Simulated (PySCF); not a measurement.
## Nitrogen: a sound run and one with changed settings

Sound run: N⁺ [He] 2s2 2p2, N²⁺ [He] 2s2 2p1. Calculation: PySCF 2.14, in cc-pVTZ-DK; the spin-free X2C one-electron Hamiltonian (Gaussian nucleus). In the sound run the correlated levels freeze 1s2. The sound run starts from symmetry-adapted Hartree-Fock orbitals and uses a fine grid where one is needed.

A second run was set up differently.

```json
{"species": "N⁺", "method": "MP2", "sound run (hartree)": "-53.99117", "changed run (hartree)": "-54.00080", "converged": "yes"}
{"species": "N⁺", "method": "CCSD(T)", "sound run (hartree)": "-54.01378", "changed run (hartree)": "-54.02334", "converged": "yes"}
{"species": "N²⁺", "method": "MP2", "sound run (hartree)": "-52.90345", "changed run (hartree)": "-52.91232", "converged": "yes"}
{"species": "N²⁺", "method": "CCSD(T)", "sound run (hartree)": "-52.93117", "changed run (hartree)": "-52.93978", "converged": "yes"}
```

Ionisation energy of N⁺:

```json
{"method": "UHF", "sound run (eV)": "29.185", "changed run (eV)": "29.185"}
{"method": "MP2", "sound run (eV)": "29.598", "changed run (eV)": "29.619"}
{"method": "SCS-MP2", "sound run (eV)": "29.462", "changed run (eV)": "29.476"}
{"method": "CCSD", "sound run (eV)": "29.444", "changed run (eV)": "29.472"}
{"method": "CCSD(T)", "sound run (eV)": "29.460", "changed run (eV)": "29.485"}
```

Q: What was changed?
A. a valence shell is frozen
B. minimal basis
C. all electrons correlated in a valence basis
D. basis contracted for another Hamiltonian

A: C. A valence basis has no tight correlating functions, so it recovers only part of the core correlation, and not evenly between atom and ion.
